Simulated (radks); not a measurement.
Problem. Species: Br+. Configuration: [Ar] 3d10 4s1.5 4p4.5 (fractional occupations, a model configuration). All-electron calculation, scalar-relativistic Kohn-Sham, PBE, spin-polarised, spherical densities, point nucleus; open shells are filled with parallel spins first. Program: a radial shooting solver on a logarithmic mesh with Libxc functionals. Some entries of the table are withheld. Estimate them.

| orbital | occ. | eigenvalue (hartree) | <1/r> (bohr^-1) |
|---|---|---|---|
| 1s up | 1 | -489.8785 | 35.66 |
| 1s down | 1 | -489.8727 | 35.66 |
| 2s up | 1 | -64.13157 | 7.897 |
| 2s down | 1 | -64.12825 | 7.897 |
| 2p up | 3 | -56.61583 | 7.729 |
| 2p down | 3 | -56.61089 | 7.729 |
| 3s up | 1 | -9.19074 | 2.593 |
| 3s down | 1 | -9.18318 | 2.594 |
| 3p up | 3 | -6.81755 | 2.441 |
| 3p down | 3 | -6.80910 | 2.441 |
| 3d up | 5 | -2.89383 | 2.152 |
| 3d down | 5 | -2.88284 | 2.156 |
| 4s up | 1 | -1.16224 | (1) |
| 4s down | 0.5 | -1.09189 | (2) |
| 4p up | 3 | -0.68238 | 0.6775 |
| 4p down | 1.5 | -0.61614 | 0.6675 |

Solution. 
(1) 4s up <1/r> (bohr^-1): 0.8152
(2) 4s down <1/r> (bohr^-1): 0.8155
